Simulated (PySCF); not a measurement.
B2H4, SMILES BB.

Geometry optimised at B3LYP-D3(BJ)/def2-TZVP.

All values below come from PySCF with CAM-B3LYP/def2-TZVPD.

Isolated molecule, no solvent.

```
Item                                                                                                            Value
---------------------------------------------------------------------------------------------  ----------------------
total energy                                                                                        -52.00723 hartree
point group                                                                                                       D2d
highest occupied level                                                                                      -10.12 eV
lowest empty level                                                                                           -0.56 eV
orbital gap                                                                                                   9.56 eV
dipole moment                                                                                                  0.00 D
quadrupole, principal values (traceless, Buckingham form, about the centre of nuclear charge)   -2.05, 1.03, 1.03 D·Å
mean static polarisability                                                                       31.8 bohr³ (4.72 Å³)
polarisability, principal values                                                               28.0, 28.0, 39.4 bohr³
```
